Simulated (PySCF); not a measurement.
# One molecule, several mistakes: BH5NSi anion

These are calculations, not measurements. The program is PySCF 2.14.0, an open-source quantum chemistry code, run on an isolated molecule that a program drew, which may never have been made. The molecule is BH5NSi anion (charge -1, singlet), drawn as the SMILES string `B[SiH-]N`.

Each row is a Hartree-Fock (HF) and frozen-core CCSD(T) single point in the aug-cc-pV(D+d)Z basis, meant for a local HF minimum. Run 1 is clean. Each other run has one planted mistake out of seven kinds, and not every kind appears here: one electron removed, one electron added, multiplicity raised by two, geometry at a saddle point, minimal basis STO-3G, one bond length entered in bohr, all coordinates scaled. The reference is restricted for singlets and unrestricted otherwise, and also for a bond in bohr. Adding or removing an electron swaps singlet and doublet. Electrons count all cores. HOMO and LUMO are orbital energies over both spins, the gradient is its largest component, and the lowest frequency (negative if imaginary) is given only where the gradient is small. Bond lengths are over the 7 bonds as drawn. T1 is the CCSD diagnostic: over 0.02 (restricted) or 0.045 (unrestricted) a single reference is doubtful.

Geometry of the clean run:
```xyz
8
BH5NSi anion, angstrom
B     0.9377   -0.4676    1.8444
Si    0.3655    1.3056    1.6121
N    -0.5028    2.0012    0.2042
H     0.7491   -1.3254    1.0063
H     1.5171   -0.7839    2.8619
H     0.5617    2.4097    2.5941
H    -1.4056    1.6022    0.0353
H     0.0094    1.9703   -0.6557
```

```
run,electrons,basis functions,<S^2>,HOMO (eV),LUMO (eV),gradient (hartree/bohr),lowest frequency (cm^-1),mean bond (Å),longest bond (Å),T1,HF (hartree),CCSD(T) (hartree),mistake
1,32,123,0.000,-1.17,3.69,7.1e-06,38,1.3703,1.878,0.0167,-370.95700,-371.42170,no fault
2,32,24,0.000,3.83,15.90,6.1e-02,-,1.3703,1.878,0.0206,-366.37804,-366.57131,minimal basis STO-3G
3,32,123,2.011,0.72,3.26,3.7e-02,-,1.3703,1.878,0.0347,-370.91746,-371.34710,multiplicity raised by two
4,32,123,0.000,-1.08,3.69,1.1e-01,-,1.2429,1.703,0.0144,-370.88424,-371.33609,?
5,31,123,0.763,-8.34,0.29,3.8e-02,-,1.3703,1.878,0.0141,-370.94675,-371.36465,?
```

**Which mistake was planted in run 4, and what did it cost?**

The mean and the longest bond both change by the same factor, 0.907, and the gradient is no longer small. So the mistake is: all coordinates scaled. Subtracting run 1 and multiplying by 627.51 kcal/mol a hartree, the energy moved by 45.7 kcal/mol in HF and 53.7 kcal/mol in CCSD(T).

**Which mistake was planted in run 5, and what did it cost?**

It counts 31 electrons, one fewer than the clean run, at the same geometry and basis. So the mistake is: one electron removed. Subtracting run 1 and multiplying by 627.51 kcal/mol a hartree, the energy moved by 6.4 kcal/mol in HF and 35.8 kcal/mol in CCSD(T).

Cautions from the logs. Run 2: T1 is over the limit, so its CCSD(T) energy is less reliable and the HOMO is above zero, so the electron isn't bound and the energy depends on the basis; run 3: the HOMO is above zero, so the electron isn't bound and the energy depends on the basis.
